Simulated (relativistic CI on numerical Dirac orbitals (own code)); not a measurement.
Radial Dirac CI calculation of Sb2+.

Command:

```sh
python run_levels.py task.json out
```

Input:

```
atom Sb  Z=51  charge=2  electrons=49
nucleus A=121  rms_radius_fm=4.6802
hamiltonian dirac-coulomb  breit=on  qed=on  c_scale=1
orbitals kli  potential=per-configuration
slater_scale 1
correlation none
mixing on
grid step=0.15 r_max=67.1
scf mixing=0.4 start=green max_iterations=60 tolerance=2e-08 node_fill=0.05
configurations
  [Kr] 4d10 5s2 5p
  [Kr] 4d10 5s 5p2
  [Kr] 4d10 5s2 5d
end
```

Output:

```
SCF 1: [Kr] 4d10 5s2 5p
 iter      energy (Ha)   residual   last orbital (Ha)
    1     -6466.040708   1.92e+00     -1.29922
    2     -6478.232400   6.52e-01     -0.97827
    3     -6479.522438   1.49e-01     -0.88195
    4     -6479.598306   6.10e-02     -0.88767
    5     -6479.605574   2.09e-02     -0.87987
    6     -6479.604965   4.08e-03     -0.87384
    7     -6479.605417   3.74e-04     -0.87501
    8     -6479.605401   1.52e-04     -0.87504
    9     -6479.605391   4.85e-06     -0.87500
   10     -6479.605391   9.03e-07     -0.87500
   11     -6479.605391   1.77e-08     -0.87500
SCF 2: [Kr] 4d10 5s 5p2
 iter      energy (Ha)   residual   last orbital (Ha)
    1     -6465.832425   1.91e+00     -1.29922
    2     -6477.922342   6.51e-01     -0.97301
    3     -6479.208745   1.51e-01     -0.87663
    4     -6479.284038   5.78e-02     -0.88493
    5     -6479.290363   1.95e-02     -0.87721
    6     -6479.289801   4.18e-03     -0.87156
    7     -6479.290257   5.62e-04     -0.87295
    8     -6479.290219   1.34e-04     -0.87292
    9     -6479.290212   8.89e-06     -0.87288
   10     -6479.290212   5.87e-07     -0.87288
   11     -6479.290212   2.82e-08     -0.87288
   12     -6479.290212   1.99e-09     -0.87288
SCF 3: [Kr] 4d10 5s2 5d
 iter      energy (Ha)   residual   last orbital (Ha)
    1     -6465.861617   1.91e+00     -0.67149
    2     -6477.829547   6.52e-01     -0.51617
    3     -6479.114988   1.50e-01     -0.47410
    4     -6479.187507   5.61e-02     -0.47356
    5     -6479.192855   2.17e-02     -0.47101
    6     -6479.192307   3.89e-03     -0.46847
    7     -6479.192627   3.59e-04     -0.46882
    8     -6479.192664   1.24e-04     -0.46888
    9     -6479.192659   8.07e-06     -0.46887
   10     -6479.192658   1.09e-06     -0.46886
   11     -6479.192658   3.97e-08     -0.46886
   12     -6479.192658   5.43e-09     -0.46886
orbital energies (Ha): 4s -6.2767  4p1/2 -4.7689  4p3/2 -4.4598  4d3/2 -2.0759  4d5/2 -2.0314  5s -1.2186  5p1/2 -0.9051  5p3/2 -0.8750
configuration averages (Ha): Dirac-Coulomb, Breit, QED
  5s2 5p                       -6479.605391    4.733028    3.157152
  5s 5p2                       -6479.290212    4.733018    3.156339
  5s2 5d                       -6479.192658    4.732462    3.157199
levels: no., configuration, term, J, E (cm-1), weight
   1 5s2 5p                 2P*  1/2              0.0  1.00
   2 5s2 5p                 2P*  3/2           6555.9  1.00
   3 5s 5p2                 4P   1/2          45210.4  0.99
   4 5s 5p2                 4P   3/2          47951.1  1.00
   5 5s 5p2                 4P   5/2          51538.4  0.98
   6 5s 5p2                 2D   3/2          70235.6  0.76
   7 5s 5p2                 2D   5/2          71235.2  0.73
   8 5s 5p2                 2S   1/2          93079.3  0.88
   9 5s2 5d                 2D   3/2         101749.2  0.72
  10 5s2 5d                 2D   5/2         102977.7  0.75
  11 5s 5p2                 2P   1/2         103963.7  0.89
  12 5s 5p2                 2P   3/2         107638.9  0.92
lowest total energy -6471.735125 Ha
warning: orbitals of one symmetry overlap by 1.5e-04
end: converged
```

Against the reference input this run has: grid step 0.15. The reference run ends at -6471.779100 Ha with Breit and QED terms. The iteration limit was 60 against 150. This setting is bad on purpose; its numbers may not be properties of the ion.

With so few configurations and no correlation, terms lie too far apart (by 10 to 50 % or more near neutrality), their order can be wrong, and levels of other configurations are missing.
